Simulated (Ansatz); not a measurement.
CH₃AlCl₂Se (`C[Se][Al]([Cl])[Cl]`). Total charge 0; spin multiplicity 1. The geometry is a stationary point of PBE0-D4/def2-TZVP. It is one conformer, not always the lowest.

```xyz
8

C     0.600    1.321   -0.424
Se   -0.554    0.009   -1.325
Al   -0.760   -1.524    0.352
Cl   -1.949   -3.206    0.063
Cl    0.240   -1.284    2.169
H     1.193    0.846    0.352
H    -0.022    2.104    0.002
H     1.252    1.734   -1.190
```

**Question.** What is the dipole moment at PBE/def2-TZVPP? (An estimate is asked.)

**Answer.** Ansatz gave: 2.09 D, with components (0.96, 1.85, -0.22) D in this frame, pointing from negative to positive charge.

**Question.** And with r2SCAN, B3LYP, ωB97M-V? (Estimate.)

**Answer.** Computed: r2SCAN 2.14 D, B3LYP 2.07 D, ωB97M-V 1.99 D.

**Question.** Give the Mulliken charges with PBE, B3LYP, ωB97M-V in def2-TZVPP. (Estimate.)

**Answer.** The calculation gave: 
| atom | PBE | B3LYP | ωB97M-V |
| --- | --- | --- | --- |
| C1 | -0.33 | -0.34 | -0.39 |
| Se2 | -0.09 | -0.09 | -0.09 |
| Al3 | 0.42 | 0.48 | 0.43 |
| Cl4 | -0.20 | -0.22 | -0.20 |
| Cl5 | -0.21 | -0.23 | -0.20 |
| H6 | 0.13 | 0.13 | 0.14 |
| H7 | 0.14 | 0.14 | 0.16 |
| H8 | 0.14 | 0.14 | 0.15 |

B3LYP here is the variant with VWN-RPA as its local correlation; programs differ in this.
